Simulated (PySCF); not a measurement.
AlH5OSi, SMILES [AlH2][O][SiH3].

Coordinates come from a PBE0-D3(BJ)/def2-TZVP optimisation.

The numbers are results of PBE0-D3(BJ)/def2-TZVP (PySCF 2.14.0), not measurements.

Frequencies are harmonic and unscaled.

Computed harmonic wavenumbers and intensities:
```tsv
mode	ν (cm⁻¹)	IR (km/mol)	moving atoms (share of kinetic energy)
1	24	0.0	H 99 %
2	36	0.8	O 64 %, H 23 %
3	93	0.6	O 68 %, H 19 %
4	544	17.8	Al 38 %, Si 32 %, H 30 %
5	555	70.7	H 66 %, Al 18 %, Si 8 %
6	619	220.6	H 86 %, Al 13 %
7	732	66.6	H 84 %, Si 9 %
8	737	71.1	H 83 %, Si 9 %
9	791	313.6	H 92 %, Al 8 %
10	955	73.7	H 96 %
11	958	74.8	H 96 %
12	990	281.0	H 88 %, Si 11 %
13	1146	491.0	O 78 %, Si 10 %, Al 8 %
14	1948	100.7	H 98 %
15	1956	234.4	H 95 %
16	2213	149.2	H 96 %
17	2218	150.3	H 96 %
18	2221	82.4	H 99 %
```
